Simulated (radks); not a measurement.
The numbers below are computed, except where a source is named.
Isoelectronic series with 9 electrons, all held in the configuration [He] 2s2 2p5, which need not be the ground one along the series. Code: a radial shooting solver on a logarithmic mesh with Libxc functionals. Model: scalar-relativistic Kohn-Sham, r2SCAN, spin-polarised, spherical densities, finite nucleus; open shells are filled with parallel spins first; meta-GGA in the generalised Kohn-Sham scheme; Fermi nuclear charge, rms radius of each element as measured or else 0.836 A^(1/3) + 0.57 fm. Total energies (hartree) and orbital eigenvalues (eV):

ion    E (hartree)    2p down      2p up
F        -99.79737   -10.3572   -12.5700
Al4+    -236.38345  -137.8593  -142.1158
P6+     -327.43680  -243.4496  -248.7389
K10+    -555.27167  -537.2068  -544.5751
Sc12+   -692.18412  -725.3677  -733.7791
V14+    -844.53262  -941.1076  -950.5639
Mn16+  -1012.40969  -1184.496  -1194.999

Estimate the row of Cl8+.

Answer. E (hartree) -433.71302; 2p down -376.5747; 2p up -382.9021.
